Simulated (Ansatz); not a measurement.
Ansatz results at the PBE0-D4/def2-TZVP geometry: HOMO–LUMO gap (PBE/def2-TZVPP) 5.61 eV; HOMO energy (PBE/def2-TZVPP) -6.50 eV; LUMO energy (PBE/def2-TZVPP) -0.89 eV.

Each molecule was computed in one conformer, which needn't be the lowest.

Q: Which molecule gave them?
A. `CB(S)O[SiH3]`
B. `CB(C)O`
C. `O[SiH2]CBS`
D. `CBNC`

A: A. The others give `O[SiH2]CBS`: 4.77, -6.76, -2.00; `CB(C)O`: 6.63, -6.96, -0.33; `CBNC`: 6.11, -6.28, -0.17.
